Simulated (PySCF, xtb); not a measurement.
C2H5NO2Si, SMILES C(/N=C/O[SiH3])=O.

GFN2-xTB (xtb 6.7.1) at its own geometry gives an orbital gap of 3.65 eV and a dipole moment of 3.99 D.

Geometry optimised at r2SCAN-D4/def2-SVP. The structure was generated by enumeration; whether it is a known compound was not checked. One conformer was computed; it need not be the lowest.

### Question
What does ωB97X/def2-TZVP run with PySCF give? (An estimate is asked for; the answer gives what the named calculation found.)

### Answer
gap 10.90 eV (levels -10.29 and 0.61 eV), dipole 2.66 D.
